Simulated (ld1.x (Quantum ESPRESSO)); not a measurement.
Tc (Z = 43): TM semilocal pseudisation with PBEsol, scalar-relativistic reference atom.

* Element: technetium (Tc)
* Generator: ld1.x (Quantum ESPRESSO) 7.5
* Type: norm-conserving Troullier–Martins (semilocal form)
* Functional: PBEsol
* Relativity: scalar-relativistic
* Frozen core: [Ar] 3d10
* Valence charge: 15
* Reference configuration: 4s2 4p6 4d5.5 5s1.5 5p0
* Partial waves: 4s (bound): rc 1.25 bohr; 4p (bound): rc 1.40 bohr; 4d (bound): rc 1.90 bohr
* Local potential: the d channel
* Core correction: none

Occupied shells without a wave of their own: 5s. They enter only through the test configuration that unscreens the potential.

All-electron outer shells of the reference configuration (PBEsol, scalar-relativistic, ld1.x):

```json
{"shell": "3p", "level (eV)": "-413.98", "outermost node (bohr)": "0.16", "outermost maximum (bohr)": "0.36"}
{"shell": "3d", "level (eV)": "-248.16", "outermost node (bohr)": "–", "outermost maximum (bohr)": "0.31"}
{"shell": "4s", "level (eV)": "-71.74", "outermost node (bohr)": "0.50", "outermost maximum (bohr)": "0.95"}
{"shell": "4p", "level (eV)": "-43.80", "outermost node (bohr)": "0.51", "outermost maximum (bohr)": "1.03"}
{"shell": "4d", "level (eV)": "-5.53", "outermost node (bohr)": "0.50", "outermost maximum (bohr)": "1.29"}
{"shell": "5s", "level (eV)": "-4.63", "outermost node (bohr)": "1.28", "outermost maximum (bohr)": "2.79"}
{"shell": "5p", "level (eV)": "-1.15", "outermost node (bohr)": "1.46", "outermost maximum (bohr)": "3.77"}
```

Q: Does the generator finish with these settings?

A: Yes, a potential is produced.

Q: Estimate the cutoffs (Ry, on a coarse ladder) from which the occupation-weighted sum of valence levels, in a spherical-Bessel basis at the reference potential, stays within 10 and 1 mRy of its value at 400 Ry.

A: 100 Ry and 160 Ry.

Q: Which valence shell sets the plane-wave cutoff?

A: 4s: its level needs 140 Ry to come within 1 mRy, against 90 Ry for 5s.

Q: Tests: 4s2 4p6 4d5 5s2 5p0; 4s2 4p6 4d5 5s1 5p0; 4s2 4p6 4d5 5s0 5p0; 4s2 4p6 4d5 5s1.5 5p0; 4s2 4p6 4d4 5s0 5p0; 4s2 4p6 4d4 5s2 5p0; 4s2 4p5 4d5 5s2 5p0. Which has the largest error in its energy relative to the reference configuration, and how large is it?

A: 4s2 4p6 4d4 5s0 5p0, with -535 meV (all-electron minus pseudo) on +52.35 eV.
